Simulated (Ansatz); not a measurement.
```yaml
crystal:
  periodic: [false, false, false]
  atoms:
    - {symbol: Cs, position_ang: [1.145303, -4.408730, -2.786864]}
    - {symbol: Cs, position_ang: [2.436507, 0.459735, -2.113642]}
    - {symbol: Cs, position_ang: [-1.192787, 4.232909, -3.345187]}
    - {symbol: Cs, position_ang: [-2.808320, -0.583979, -2.143039]}
    - {symbol: Cs, position_ang: [4.445873, -1.105400, 3.180400]}
    - {symbol: Cs, position_ang: [0.478776, 2.954181, 1.866118]}
    - {symbol: Cs, position_ang: [-0.146290, -2.892780, 2.294043]}
    - {symbol: Cs, position_ang: [-4.460042, 0.997188, 2.963124]}
basis:
  gaussian: {orbitals: def2-TZVP}
hamiltonian: {xc: {name: LC-wPBE}}
scf: {omitted_lower_state_checks: [starts]}
```

```sh
$ ansatz run in.yaml --threads 4 --pin off --events-out ev --progress --plain --max-ram 4787MiB
```

It prints (some lines left out):

```
Functional definition: LC-wPBE
2544 factors; their error is unknown
1496 factors; integrals over basis functions are off by at most 3.0e-5 eV
mean field evaluation 1: about -4390.4985 eV, gradient 9.3e0 eV
mean field evaluation 2: about -4390.7594 eV, gradient 6.6e0 eV
mean field evaluation 4: about -4391.0422 eV, gradient 5.3e-1 eV
mean field evaluation 8: about -4391.0834 eV, gradient 8.1e-2 eV
mean field evaluation 16: about -4391.0633 eV, gradient 1.7e-3 eV
mean field -4391.06327151 eV, -161.3685988585 hartree, gradient 2.2e-5 eV, S^2 0.000000; 0 other end points of the search recorded, 0 dependent functions left out
reference -4391.06327152 eV, -161.3685988587 hartree; 36, 36 occupied and 196, 196 virtual orbitals, 2544 factors
Total energy: -4391.06327152 eV, -161.3685988587 hartree
Checks for a lower state left out: starts
```

It took 30 s on 4 threads of Intel Xeon on a shared host, peak host memory 1.1 GiB.

In the def2 sets Cs takes a core potential; there is no spin–orbit coupling. LC-ωPBE has ω = 0.4 bohr⁻¹.
